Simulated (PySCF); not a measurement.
Polarisability and C₆ of Zr⁺ (zirconium, charge +1)

[Kr] 4d1 5s2, 2D determinant (an excited configuration). All numbers are calculated (PySCF 2.14, the spin-free X2C one-electron Hamiltonian (Gaussian nucleus), in x2c-TZVPPall with one added diffuse shell each of s, p, d, f type (9s7p7d3f1g, 95 functions)). Coupled (time-dependent) response in atomic units; α is the mean over directions.

| method | mean α (bohr³) | α xx, yy, zz | C₆ (like pair) | S(−4) |
| --- | --- | --- | --- | --- |
| UHF | 72.93 | 76.29, 76.29, 66.19 | 748.2 | 2581 |
| PBE | 64.78 | 64.35, 64.35, 65.65 | 658.9 | 1832 |
| PBE0 | 67.43 | 67.10, 67.10, 68.10 | 694.1 | 2003 |

S(−4) is the Cauchy moment in α(ω) = α(0) + S(−4) ω² + …

Spin-orbit coupling is absent.

α(iu) at PBE0:

| u (hartree) | α(iu) (bohr³) |
| --- | --- |
| 0 | 67.43 |
| 0.0500 | 62.82 |
| 0.100 | 52.43 |
| 0.200 | 32.79 |
| 0.300 | 21.37 |
| 0.500 | 11.49 |
| 0.750 | 6.963 |
| 1.00 | 4.869 |
| 1.50 | 2.860 |
| 2.00 | 1.890 |
| 3.00 | 0.9938 |
| 5.00 | 0.4105 |

A single London oscillator, α(iu) = α/(1 + u²/ω²), gives C₆ = (3/4) ω α². Matching the computed C₆ needs ω = 4 × 694.1 / (3 × 67.43²) = 0.204 hartree.

For an ion, C₆ is the dispersion term alone; charge-induced terms of lower order in 1/R come first.

The components differ because the open shell of this determinant is not spherical; for a pure term their mean is the scalar polarisability.

⟨L²⟩ = 7.18 against 6 for a pure D term, so this real determinant mixes terms.
